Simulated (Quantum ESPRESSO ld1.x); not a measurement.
Results of a calculation; reference values are marked as such.
Cd39+, 9 electrons, occupied as [He] 2s2 2p5. Code: ld1.x of Quantum ESPRESSO 7.5. Model: Dirac Kohn-Sham, LDA (Slater exchange, Perdew-Zunger correlation), spin-unpolarised, spherical densities, point nucleus; open shells fill j = l - 1/2 first.

Unscreened Slater integrals over Kohn-Sham orbitals (eV). Large and small components are both included.

F0(2p3/2,2p3/2): 219.97
F2(2p3/2,2p3/2): 105.14
F0(2p3/2,2p1/2): 224.78
G2(2p3/2,2p1/2): 104.34
F0(2p3/2,2s1/2): 203.09
G1(2p3/2,2s1/2): 114.38
F0(2p3/2,1s1/2): 298.07
G1(2p3/2,1s1/2): 54.519
F0(2p1/2,2p1/2): 230.03
F0(2p1/2,2s1/2): 206.71
G1(2p1/2,2s1/2): 112.74
F0(2p1/2,1s1/2): 314.14
G1(2p1/2,1s1/2): 57.506
F0(2s1/2,2s1/2): 192.41
F0(2s1/2,1s1/2): 272.39
G0(2s1/2,1s1/2): 28.769
F0(1s1/2,1s1/2): 844.64
